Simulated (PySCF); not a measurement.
**Bond energies at CCSD(T)/def2-SVP beside a composite method**

PySCF, lowest determinants of a PBE0 search. The composite is CCSD(T) extrapolated to the basis-set limit from two correlation-consistent sets, with core-valence (CV) and scalar-relativistic (SR) terms as its label shows; it has no spin–orbit coupling and nothing beyond (T).

```
species  state (unpaired electrons)  De CCSD(T) (eV)  De composite (eV)              composite  dissociates to
    CdF               doublet (σ ↑)             2.05               2.54        CCSD(T)/CBS(DT)          Cd + F
    GaF      singlet (closed shell)             5.70               6.13     CCSD(T)/CBS(DT)+CV          Ga + F
    AlH      singlet (closed shell)             3.04               3.19  CCSD(T)/CBS(TQ)+CV+SR          Al + H
   MgCl               doublet (σ ↑)             2.97               3.29     CCSD(T)/CBS(DT)+CV         Mg + Cl
    TlH      singlet (closed shell)             2.37               2.61        CCSD(T)/CBS(DT)          Tl + H
    SnC          triplet (σ ↑, π ↑)             2.76               3.20        CCSD(T)/CBS(DT)          Sn + C
    Te2              triplet (π ↑↑)             2.34               2.92        CCSD(T)/CBS(TQ)         Te + Te
    SbF              triplet (π ↑↑)             3.29               4.12        CCSD(T)/CBS(DT)          Sb + F
```

Does CCSD(T) bind more or less than the composite, by how much on average, and where is the difference largest?

CCSD(T)/def2-SVP binds less on average, method and basis taken together: the mean signed difference is -0.43 eV and the mean absolute one 0.43 eV; it is largest for SbF (-0.83 eV).

The molecules are drawn from runs that passed checks on state, spin purity and fit, so the hardest cases are missing and the errors look smaller than over all diatomics.

Correlated steps freeze the inner cores (1 to 18 orbitals); shallow outer-core shells are correlated. UHF and ROHF references stand side by side, which adds small steps between rows. Correlated levels converge slowly with the basis: in double zeta they bind strong bonds too weakly, by up to about 1 eV, and carry superposition errors of some tenths. These are scalar-relativistic numbers at best; spin–orbit coupling would shift them, the dissociation energy most. Where the molecule has an RHF reference, its open-shell atoms are computed with UHF. The CCSD T1 diagnostic is raised in SnC, a sign that a single reference may not be enough there. States were picked by a PBE0 search and need not be the measured ground states.
